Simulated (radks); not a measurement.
Polarisabilities and homonuclear dispersion coefficients (atomic units). Calculated with a radial shooting solver on a logarithmic mesh with Libxc functionals: non-relativistic Kohn-Sham, PBE, spin-unpolarised, spherical densities, point nucleus. Response by self-consistent Sternheimer equations with the Hartree and adiabatic LDA kernel. For heavy and open-shell atoms this level of theory can miss by tens of per cent. "Uncoupled" leaves out the induced potential. Quadrupole and octupole values are given only where no p, d or f shell is open. The Sternheimer factor gamma scales a distant field gradient at the nucleus by 1 - gamma.

species,configuration,alpha1 (bohr^3),"alpha1, uncoupled",alpha2 (bohr^5),alpha3 (bohr^7),C6,C8,Sternheimer gamma,recommended alpha1
Kr,[Kr],18.12,27.83,114.4,1578,141.0,4658,-82.5,16.78 +/- 0.02
Zr,[Kr] 4d2 5s2,122.1,253.5,-,-,1704,-,-,112 +/- 13
Cr,[Ar] 3d5 4s1,82.01,136.2,-,-,715.7,-,-,83 +/- 12
Cu,[Ar] 3d10 4s1,44.74,68.09,491.8,8950,293.5,15710,-7.31,46.5 +/- 0.5
Rb+,[Kr],9.524,14.99,39.74,349.0,58.00,1320,-52.5,-
Fe+,[Ar] 3d6 4s1,26.10,38.60,-,-,132.0,-,-,-

Recommended values: Schwerdtfeger and Nagle, table of static dipole polarisabilities (2023 update), measured or computed.

Beside tabulated values, note that relativity, absent from the non-relativistic runs, is large for the heavy elements, and spin-unpolarised runs miss the spin-polarisation part of the exchange energy of open shells.
